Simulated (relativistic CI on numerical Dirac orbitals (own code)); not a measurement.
Cr2+ in a cubic cluster: 1s photoemission with charge transfer

Computed with a charge-transfer multiplet model of a cubic metal-ligand cluster with up to 2 ligand holes, Slater and spin-orbit integrals from Dirac-Coulomb-Breit ions, Slater integrals scaled by 0.7. The ground state mixes d4 with configurations of k ligand holes L, whose averages lie at kΔ + k(k − 1)U_dd/2; a core hole lowers each added d electron by U_cd. 300 K, Lorentzian 1.1 eV and Gaussian 0.6 eV FWHM.

Atomic integrals in eV (Slater integrals scaled, ζ unscaled), ground: F2dd 6.716, F4dd 4.172, zeta_d 0.027; with the core hole: F2dd 8.004, F4dd 5.008, zeta_d 0.045, G2cd 0.038.

Cluster parameters (eV): Δ = 5.2, U_cd = 7, 10Dq = 1.1, 10Dq(ligand) = 1.4, V(eg) = 1.9, V(t2g) = -0.89, final-state hopping factor = 0.8.

```csv
Case,n_d,d4,d5L,d6L2,S
U_dd = 4.1 eV,4.31,0.71,0.27,0.02,2.00
U_dd = 5.5 eV,4.30,0.72,0.27,0.02,2.00
U_dd = 7.6 eV,4.29,0.73,0.26,0.01,2.00
```

Weights, n_d and S are thermal averages at 300 K. Binding energies count from the first peak over 30 % of the highest in each spectrum, which can be another peak from case to case. The parameters are a model scan and need not match a compound or its usual spin state. Peaks in eV (height, largest 100):
- U_dd = 4.1 eV: 0.0 (100), 3.1 (29), 6.3 (45)
- U_dd = 5.5 eV: 0.0 (100), 3.1 (32), 6.7 (41)
- U_dd = 7.6 eV: 0.0 (100), 3.0 (36), 7.1 (35)

Curve for U_dd = 5.5 eV (points under 2 left out, the grid thinned):

E (eV), Intensity and a bar:
```
     -3.4        3.4 
     -3.1        4.0 #
     -2.8        4.8 #
     -2.4        6.4 #
     -2.1        8.2 ##
     -1.8       10.9 ###
     -1.5       15.2 ####
     -1.1       25.9 ########
     -0.8       41.5 #############
     -0.5       66.4 #####################
     -0.2       92.7 ##############################
      0.2       94.0 ##############################
      0.5       68.8 ######################
      0.8       44.0 ##############
      1.1       28.7 #########
      1.4       20.7 ######
      1.8       16.5 #####
      2.1       16.9 #####
      2.4       20.5 ######
      2.7       26.9 ########
      3.1       32.4 ##########
      3.4       28.5 #########
      3.7       21.3 ######
      4.0       16.2 #####
      4.3       13.8 ####
      4.7       12.8 ####
      5.0       13.2 ####
      5.3       14.3 ####
      5.6       16.5 #####
      6.0       23.7 #######
      6.3       33.3 ##########
      6.6       40.6 #############
      6.9       37.7 ############
      7.2       27.3 ########
      7.6       15.3 ####
      7.9       10.4 ###
      8.2        7.8 ##
      8.5        6.6 #
      8.9        6.0 #
      9.2        5.4 #
      9.5        4.4 #
      9.8        3.4 
     10.2        2.7 
     10.5        2.3 
     10.8        2.1
```

For the case U_dd = 5.5 eV, Δ = 5.2 eV is smaller than U_dd = 5.5 eV, the charge-transfer side of the Zaanen-Sawatzky-Allen scheme. With the core hole the average of the configuration with one ligand hole lies at Δ − U_cd = -1.8 eV before mixing: the effective hopping of about 2.8 eV (from the holes of the mixed ground state) is comparable with this gap or larger, so the configurations mix strongly.
